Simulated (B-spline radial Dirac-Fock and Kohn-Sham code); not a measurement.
# Total and shell-resolved photoionisation of Mg

System: the free magnesium atom in the configuration 1s2 2s2 2p6 3s2.

Model: Dirac-Hartree-Slater photoionisation with all multipoles and Dirac-Fock thresholds. Program: a radial finite-basis atomic code.

Computed thresholds (eV): K 1310.8, L1 97.82, L2 56.57, L3 56.30, M1 6.62.

| photon energy (eV) | total (b) | K (%) | L (%) | M (%) | tabulated (b) |
| --- | --- | --- | --- | --- | --- |
| 26.5 | 226400 | – | – | 100.0 | – |
| 146 | 3.784e+06 | – | 99.1 | 0.9 | – |
| 186 | 2.337e+06 | – | 99.0 | 1.0 | – |
| 369 | 485500 | – | 98.6 | 1.4 | – |
| 379 | 454700 | – | 98.6 | 1.4 | – |
| 488 | 242200 | – | 98.3 | 1.7 | – |
| 627 | 127400 | – | 98.1 | 1.9 | – |
| 766 | 75580 | – | 97.9 | 2.1 | – |
| 970 | 40480 | – | 97.6 | 2.4 | – |
| 1280 | 19250 | – | 97.4 | 2.6 | – |
| 1300 | 18460 | – | 97.3 | 2.7 | – |
| 2390 | 50120 | 93.1 | 6.7 | 0.2 | 48700 |
| 2450 | 46910 | 93.1 | 6.6 | 0.2 | 45610 |
| 3300 | 20810 | 93.3 | 6.4 | 0.2 | 20440 |
| 6030 | 3731 | 93.5 | 6.2 | 0.2 | 3693 |
| 6340 | 3221 | 93.5 | 6.2 | 0.2 | 3191 |
| 9160 | 1079 | 93.5 | 6.2 | 0.3 | 1074 |
| 21500 | 78.44 | 93.5 | 6.2 | 0.3 | 78.37 |
| 29100 | 30.20 | 93.5 | 6.2 | 0.3 | 30.18 |
| 30700 | 25.48 | 93.5 | 6.2 | 0.3 | 25.47 |
| 31400 | 23.72 | 93.5 | 6.2 | 0.3 | 23.70 |
| 85700 | 0.9345 | 93.5 | 6.2 | 0.3 | 0.9348 |
| 130000 | 0.2424 | 93.5 | 6.2 | 0.3 | 0.2423 |
| 148000 | 0.1597 | 93.5 | 6.2 | 0.3 | 0.1596 |

Tabulated values: Elam, Ravel and Sieber (2002) photoabsorption table (xraylib 4.2).

Question: With what power of the photon energy does the total fall between 130000 and 148000 eV?

Answer: As E^-3.22. The non-relativistic Born limit for an s electron far above threshold is E^-3.5; near threshold and at relativistic energies the fall is slower.

Run: 4.4 s of CPU time on 1 thread of Neoverse-N1 (shared host), peak memory 0.35 GiB.
